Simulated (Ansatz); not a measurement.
```yaml
crystal:
  periodic: [false, false, false]
  atoms:
    - {symbol: F, position_ang: [-0.126484, 1.802099, 1.445916]}
    - {symbol: Si, position_ang: [0.391252, 1.262025, 0.038702]}
    - {symbol: O, position_ang: [-0.397340, -0.101704, -0.339371]}
    - {symbol: Si, position_ang: [-0.821382, -1.636387, 0.065927]}
    - {symbol: H, position_ang: [0.081530, 2.283459, -0.980603]}
    - {symbol: H, position_ang: [1.839755, 0.995759, 0.178127]}
    - {symbol: H, position_ang: [-1.207763, -2.342842, -1.186622]}
    - {symbol: H, position_ang: [0.332631, -2.319510, 0.722024]}
basis:
  gaussian: {orbitals: def2-SVPD, final_grid: {core_spheres: 1, valence_spheres: 1, degree: 5}}
total_charge: 1
hamiltonian: {xc: {name: r2SCAN}}
```

```sh
$ ansatz run in.yaml --threads 4 --pin off --events-out ev --progress --plain --max-ram 10444MiB
```

Output, abridged:

```
Functional definition: r2SCAN
1082 factors; their error is unknown
mean field evaluation 1: about -20549.1269 eV, gradient 9.8e1 eV
mean field evaluation 2: about -20405.9301 eV, gradient 2.5e2 eV
mean field evaluation 4: about -20565.5613 eV, gradient 1.4e1 eV
mean field evaluation 8: about -20565.9648 eV, gradient 3.0e-1 eV
mean field evaluation 16: about -20533.1104 eV, gradient 5.0e-2 eV
mean field -20533.11045140 eV, -754.5778912468 hartree, gradient 4.8e-5 eV, S^2 0.000000; 0 other end points of the search recorded, 0 dependent functions left out
reference -20533.11052267 eV, -754.5778938660 hartree; 24, 24 occupied and 102, 102 virtual orbitals, 1082 factors
Total energy: -20533.11052267 eV, -754.5778938660 hartree
```

In this input the integration grid is far too coarse. The calculation finished and met its thresholds. The result belongs to that input, not to the molecule as meant.
